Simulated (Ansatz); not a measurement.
Basis sets compared for tetraphenylethylene (C₂₆H₂₀). Total charge 0; singlet. Geometry r2SCAN-D4/def2-SVP. Ansatz on 2 threads of AMD EPYC 7R13 on a shared host and a share (18 GiB) of an NVIDIA H100 80GB HBM3; times are rough, and most runs start from earlier orbitals.

```xyz
46

C     1.052    1.309   -4.407
C    -0.221    1.387   -3.831
C    -0.402    1.086   -2.481
C     0.687    0.703   -1.676
C     0.510    0.398   -0.232
C    -0.509   -0.399    0.232
C    -1.343   -1.232   -0.675
C    -0.758   -2.022   -1.683
C    -1.549   -2.814   -2.517
C    -2.939   -2.831   -2.364
C    -3.532   -2.062   -1.357
C    -2.741   -1.279   -0.514
C    -0.856   -0.488    1.674
C    -0.974    0.667    2.470
C    -1.317    0.573    3.819
C    -1.547   -0.677    4.403
C    -1.447   -1.833    3.621
C    -1.117   -1.739    2.268
C     1.511    1.016    0.676
C     1.890    2.362    0.507
C     2.834    2.951    1.352
C     3.434    2.200    2.368
C     3.086    0.854    2.529
C     2.134    0.269    1.694
C     1.968    0.655   -2.261
C     2.146    0.944   -3.615
H     1.193    1.544   -5.466
H    -1.080    1.688   -4.438
H    -1.399    1.148   -2.034
H     0.328   -2.012   -1.805
H    -1.075   -3.425   -3.291
H    -3.559   -3.451   -3.019
H    -4.618   -2.073   -1.226
H    -3.208   -0.684    0.277
H    -0.795    1.646    2.017
H    -1.408    1.484    4.419
H    -1.814   -0.751    5.462
H    -1.631   -2.815    4.068
H    -1.046   -2.644    1.657
H     1.428    2.951   -0.291
H     3.104    4.002    1.214
H     4.179    2.659    3.024
H     3.563    0.255    3.310
H     1.865   -0.783    1.823
H     2.827    0.376   -1.644
H     3.146    0.886   -4.056
```

Single mean-field runs in def2-SVP, def2-TZVP are fitted with def2-universal-jkfit.

Binding counts from free atoms (C triplet, H doublet) in the same basis, without a counterpoise term.

```
           level  functions  energy (Eh)  HOMO (eV)  LUMO (eV)  binding per atom (eV)  wall time
 PBE-D4/def2-SVP        464   -1000.8751      -4.87      -2.25                   5.54      9.5 s
PBE0-D4/def2-SVP        464   -1000.9736      -5.71      -1.51                   5.44       12 s
```

Problem. Estimate the rows for PBE-D4/def2-TZVP (with forces), PBE0-D4/def2-TZVP.

Solution. 
```
                         level  functions  energy (Eh)  HOMO (eV)  LUMO (eV)  binding per atom (eV)  wall time
PBE-D4/def2-TZVP (with forces)        926   -1001.9191      -4.93      -2.34                   5.46       14 s
             PBE0-D4/def2-TZVP        926   -1002.0056      -5.72      -1.57                   5.35       16 s
```
